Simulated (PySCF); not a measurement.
Identify the unknown among the candidates.

All candidates are C6H10OSi.

| technique | computed result |
| --- | --- |
| UV, first state | lowest singlet excitation: 5.88 eV (211 nm, f = 0.003) [TDDFT CAM-B3LYP/def2-SVPD] |
| Polarisability | 96.1 au [CAM-B3LYP/def2-SVPD] |
| Triplet | lowest triplet excitation (Tamm–Dancoff): 5.02 eV [TDA CAM-B3LYP/def2-SVPD] |
| Dipole | 1.87 D [CAM-B3LYP/def2-SVPD] |
| Rotational structure | rotational constants A, B, C: 4.203, 0.817, 0.783 GHz [GFN2-xTB] |
| UV, strongest line | among the 8 lowest singlet transitions: S8 at 7.71 eV (161 nm, f = 0.088) [TDDFT CAM-B3LYP/def2-SVPD] |

The electronic properties come from PySCF, for the isolated species, density fitting. Levels stand in brackets. Geometry: GFN2-xTB, one conformer, isolated molecule.

Problem. Which candidate is it?
A. `CC#C[Si@H]1CCCO1`
B. `CCC[Si@@H]1C=CC1=O`
C. `CCC1=C[SiH2]C=CO1`

Solution. A. It is `CC#C[Si@H]1CCCO1`. Numbering: `[CH3:1][C:2]#[C:3][Si@H:4]1[CH2:5][CH2:6][CH2:7][O:8]1`. Its formula, C6H10OSi, gives 3 degrees of unsaturation: 1 ring and 2 π bonds in the structure found. The optimised geometry has point group C1 and is an asymmetric top.

The others, at the same levels:
- `CCC1=C[SiH2]C=CO1` fails: its computed lowest singlet excitation is 5.51 eV (225 nm, f = 0.021) (against 5.88 eV), lowest triplet excitation (Tamm–Dancoff) is 4.06 eV (against 5.02 eV) and strongest line among the 8 lowest singlet transitions is S7 at 7.39 eV (168 nm, f = 0.356) (against S8 at 7.71 eV).
- `CCC[Si@@H]1C=CC1=O` fails: its computed lowest singlet excitation is 3.20 eV (388 nm, f = 0.001) (against 5.88 eV), lowest triplet excitation (Tamm–Dancoff) is 2.71 eV (against 5.02 eV) and strongest line among the 8 lowest singlet transitions is S5 at 6.27 eV (198 nm, f = 0.134) (against S8 at 7.71 eV).

Each candidate is one conformer, not necessarily the lowest. Dipoles, sizes and rotational constants follow the conformer. The torsions of the flexible species, by atom-mapped SMILES:
- `[CH3:1][CH2:2][C:3]1=[CH:4][SiH2:5][CH:6]=[CH:7][O:8]1`: C1–C2–C3–C4 106°
- `[CH3:1][CH2:2][CH2:3][Si@@H:4]1[CH:5]=[CH:6][C:7]1=[O:8]`: C1–C2–C3–Si4 -64°, C2–C3–Si4–C5 166°

The conformers of `CC#C[Si@H]1CCCO1` aren't listed.
